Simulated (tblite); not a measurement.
Compound: C₄H₇O₂S (doublet state).
Structure used (GFN2-xTB), in Å, numbered top down from 1:
```xyz
14
C4H7O2S angstrom
C      2.706   -0.063   -0.475
C      1.426   -0.475   -0.222
C      0.508    0.214    0.531
S     -1.123   -0.443    0.741
C     -2.122    0.566   -0.398
O     -1.563   -0.171    2.083
O     -1.146   -1.803    0.274
H      3.376   -0.655   -1.071
H      3.078    0.866   -0.080
H      1.077   -1.416   -0.630
H      0.713    1.138    1.041
H     -2.062    1.598   -0.078
H     -3.143    0.210   -0.343
H     -1.727    0.434   -1.396
```

Method: GFN2-xTB as coded in tblite; computed harmonic values from a numerical Hessian at the method's own geometry, unscaled. The method is semi-empirical: single wavenumbers can be off by several per cent or more. One conformer, not necessarily the lowest. Open shells enter through the occupations alone, without spin polarisation, and single modes of such species can be off by tens of per cent.

Harmonic wavenumbers (cm⁻¹): 48.2, 115.1, 126.9, 149.8, 254.0, 278.8, 341.1, 354.8, 432.0, 487.9, 499.2, 624.5, 690.8, 752.4, 807.0, 848.9, 856.0, 953.3, 993.8, 1100.2, 1143.4, 1237.2, 1257.9, 1263.6, 1286.4, 1417.1, 1423.0, 1433.5, 1480.0, 3065.2, 3066.4, 3083.2, 3091.3, 3114.5, 3126.1, 3158.3.

A = 4309, B = 1371, C = 1360 MHz; mass 119.017 u (most abundant isotopes); point group C1, symmetry number 1; spin multiplicity 2.

Zero-point energy?

Half the sum of the wavenumbers: 22181 cm⁻¹ = 265.35 kJ/mol.

What is S at 500 K and 1 bar for an ideal gas of classical rigid rotors and harmonic oscillators?

Translation 179.21, rotation 123.95, vibration 166.25, spin (R ln 2) 5.76: S = 475.2 J/(mol K).

And Cp and H(500 K) − H(0)?

Cp = 191.32 J/(mol K), of which vibrations give 158.07 (their classical limit is 36 R = 299.3); H(500 K) − H(0) = 59.35 kJ/mol without the zero-point energy, 42.72 from vibrations.

How do the functions run with temperature in this model?

```csv
T (K),S (J/(mol K)),Cp (J/(mol K)),H − H(0) (kJ/mol),G − H(0) (kJ/mol),ln q(vib)
100,282.4,69.8,4.97,-23.27,1.27
200,342.0,105.6,13.78,-54.62,3.36
300,391.2,138.5,26.01,-91.34,5.51
800,576.4,238.4,124.51,-336.60,15.57
1000,631.9,258.6,174.32,-457.56,19.10
```

q(vib) and H(0) count from the zero-point level.

What must be added to the electronic energy to get the Gibbs energy at 500 K and 1 bar?

ZPE + [H(500 K) − H(0)] − T·S = 265.35 + 59.35 − 237.58 = 87.12 kJ/mol.

Hindered rotation and anharmonicity are outside this model. Other conformers, if any are populated, would add a mixing term that is left out. The structure is chiral; the term R ln 2 for an equal mix with its mirror image is left out.
